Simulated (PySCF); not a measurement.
Gas-phase reaction: GeH3F ⇌ GeH2 + HF

Method: PySCF energies plus ideal-gas RRHO corrections (1 bar). † marks an energy on the PBE0/def2-TZVP geometry and frequencies; other levels use their own. MP2 freezes the core. 6-31G* has spherical d functions here. All species are closed-shell singlets. Ge: all electrons, no relativistic terms. GeH2: computed as isolated molecules; such fragments, hydroxides, amides, oligomers or adducts are transient or little studied in the gas. MP2 isn't extrapolated to the basis-set limit.

HF/6-31G* gives ΔH°(298 K) = 230 kJ.

Problem. What do PBE/def2-SVP, PBE0/def2-SVP†, MP2/def2-TZVPP† give?

Solution. PBE/def2-SVP: 232 kJ; PBE0/def2-SVP†: 233 kJ; MP2/def2-TZVPP†: 233 kJ. For scale, ΔH°(298 K) is 230 kJ at this level, 217 kJ at ωB97M-V/def2-TZVP†, and runs from 196 to 246 kJ over the 20 levels computed († marks an energy on the PBE0/def2-TZVP geometry).
